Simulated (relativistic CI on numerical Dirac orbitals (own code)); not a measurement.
Method of calculation: Dirac-Coulomb-Breit CI, orbitals from a KLI potential per configuration, a model potential for QED, unscaled Slater integrals (own radial code, finite nucleus).

The strongest absorption lines from the ground level of an ion, among the configurations computed and to levels below about 2990 eV (vacuum wavelength in Å, gf): 4.2512 (1.8), 4.2659 (3.4), 4.2666 (5.1), 4.2747 (1.3), 4.2878 (1.8), 4.5322 (0.5), 4.5837 (0.9), 21.951 (0.72).

**Question.** Which ion is it?
A. Bi⁵⁴⁺
B. Bi⁵⁶⁺
C. Ta⁴⁶⁺
D. Bi⁵⁸⁺

**Answer.** B. Bi⁵⁶⁺ has 27 electrons and the ground level 3s²3p⁶3d⁹ ²D5/2; the strongest line goes to 3s²3p⁶3d⁸4f ²F°7/2. The pattern of lines fixes the number of electrons, and along that sequence the line energies rise steadily with the charge (about as its square where n changes within one kind of shell, about linearly where n is kept but much faster in heavy ions where fine structure, which grows about as Z⁴, sets the gap, and irregularly where shells cross), which fixes Z. Configurations outside the model, such as inner-shell arrays, can give stronger lines. At this charge energies of transitions that change n are usually good to better than 1 %, and those within a shell (Δn = 0) to a few per cent.

LS names give the leading component of a level, which can be under half, so a name can repeat, a term be missing and a line seem to break the LS rules.
